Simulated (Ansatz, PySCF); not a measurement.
C3H5NSSi, SMILES n1cscc1[SiH3]. Atoms are numbered in the order given.

```xyz
11

Si    -2.3836     0.1479    -0.0248
C     -0.5051     0.0669    -0.0193
C      0.2665    -1.0038     0.3822
S      1.9452    -0.6399     0.2190
C      1.5031     0.9375    -0.3820
N      0.2250     1.1627    -0.4511
H     -2.9079    -1.1497     0.4830
H     -2.8893     0.3785    -1.4040
H     -2.8583     1.2497     0.8537
H     -0.0622    -1.9711     0.7591
H      2.2731     1.6565    -0.6694
```
Charge 0, spin multiplicity 1.

Coordinates come from a TPSSh-D3(BJ)/def2-SVP optimisation.

Two levels are set side by side: PBE-D3(BJ)/def2-SVP (Ansatz, an electronic-structure program) and TPSSh-D3(BJ)/def2-SVP (PySCF). Each level has its own optimised geometry; the coordinates shown are those of the second. Frequencies come from the Hessian of PySCF at each geometry. Differences are taken from unrounded values.

| quantity | TPSSh-D3(BJ) |
|---|---|
| mean bond length (Å) | 1.460 |
| bond Si1–C2 (Å) | 1.880 |
| bond C2–C3 (Å) | 1.379 |
| bond C2–N6 (Å) | 1.386 |
| bond C3–S4 (Å) | 1.725 |
| bond S4–C5 (Å) | 1.745 |
| bond C5–N6 (Å) | 1.300 |
| bond Si1–H7 (Å) | 1.489 |
| bond Si1–H8 (Å) | 1.487 |
| bond Si1–H9 (Å) | 1.487 |
| bond C3–H10 (Å) | 1.089 |
| bond C5–H11 (Å) | 1.092 |
| highest harmonic wavenumber (cm⁻¹) | 3256 |
| mean harmonic wavenumber (cm⁻¹) | 1143 |
| zero-point energy (kcal/mol) | 44.10 |

What does PBE-D3(BJ) give, and how far is it from TPSSh-D3(BJ)? (The exact figures need the calculation; the answer reports its results.)


| quantity | PBE-D3(BJ) | PBE-D3(BJ) minus TPSSh-D3(BJ) |
|---|---|---|
| mean bond length (Å) | 1.469 | 0.009 |
| bond Si1–C2 (Å) | 1.885 | 0.005 |
| bond C2–C3 (Å) | 1.388 | 0.008 |
| bond C2–N6 (Å) | 1.385 | 0.000 |
| bond C3–S4 (Å) | 1.730 | 0.005 |
| bond S4–C5 (Å) | 1.754 | 0.010 |
| bond C5–N6 (Å) | 1.306 | 0.007 |
| bond Si1–H7 (Å) | 1.505 | 0.016 |
| bond Si1–H8 (Å) | 1.503 | 0.016 |
| bond Si1–H9 (Å) | 1.503 | 0.016 |
| bond C3–H10 (Å) | 1.097 | 0.008 |
| bond C5–H11 (Å) | 1.101 | 0.009 |
| highest harmonic wavenumber (cm⁻¹) | 3189 | -67 |
| mean harmonic wavenumber (cm⁻¹) | 1106 | -37 |
| zero-point energy (kcal/mol) | 42.69 | -1.42 |

Exact exchange shortens and stiffens bonds; PBE has none. Differences between two approximate levels are no errors against the true value.
